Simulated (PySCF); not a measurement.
Assigning NMR signals

Atoms are numbered as in `[CH3:1][CH2:2]/[C:3]([CH3:4])=[CH:5]/[CH:6]([F:7])[F:8]`. Each H is labelled by its parent atom.

Method: PBE0/pcSseg-1 with gauge-including orbitals, geometry from GFN2-xTB, in PySCF 2.14 (isolated molecule, a single conformation, one averaged value for each set of equivalent atoms, relativity neglected).

Shifts are taken against calculated references (same method and geometry level): TMS for 13C (186.93 ppm), 1H (31.72 ppm).

Task: Assign these signals to the numbered atoms. 13C{1H} NMR (computed): δ 159.4 (C), 128.7 (CH), 119.2 (CH), 40.0 (CH2), 18.7 (CH3), 16.2 (CH3).

Result: 
| δ (ppm) | atoms | environment | reason |
| --- | --- | --- | --- |
| 159.4 | C3 | fully substituted alkene carbon | as expected for a trigonal carbon in a double bond |
| 128.7 | C5 | alkene CH | an sp2 carbon of a C=C bond |
| 119.2 | C6 | allylic sp3 CH bonded to 2 F | 2 electronegative neighbours deshield it |
| 40.0 | C2 | allylic sp3 CH2 | a saturated carbon with 2 carbon neighbours and no heteroatom attached |
| 18.7 | C4 | allylic methyl carbon | saturated and bonded to C and H only |
| 16.2 | C1 | methyl carbon | saturated and bonded to C and H only |

Task: Assign these signals to the numbered atoms. 1H NMR (400 MHz, computed): δ 6.65 (m, 1H), 5.88 (m, 1H), 2.17 (q, 2H), 1.93 (s, 3H), 1.13 (t, 3H).

Result: 
6.65 → H(C6), hydrogen on an allylic sp3 CH bonded to 2 F: its carbon carries F, an electronegative neighbour
5.88 → H(C5), hydrogen on an alkene CH: olefinic region
2.17 → H(C2), hydrogen on an allylic sp3 CH2: allylic position
1.93 → H(C4), hydrogen on an allylic methyl carbon: allylic position
1.13 → H(C1), hydrogen on a methyl carbon

Splittings by 19F in the carbon and heteronuclear signals aren't shown, as no couplings were computed. Shifts are as computed. Against solution values, carbons near 30 ppm lie about +3 ppm off and those near 130 ppm about +5 ppm (rms about the fit 2.1 ppm; single classes can miss by 10 ppm). Of 1328 compounds with measured shifts, 309 miss one by over three times the rms of a fit or turn the order of signals round; such compounds aren't used in these exercises. Signals without a measured value on file couldn't be tested in this way; 1H shifts scatter by 0.2 ppm about their fit, and single ones miss by 0.5 ppm. No couplings were computed; multiplicities are counted from neighbouring protons, with m where these are inequivalent, close in shift, in a saturated or five-membered ring or joined by F or P, and br s for small geminal =CH2 splittings.
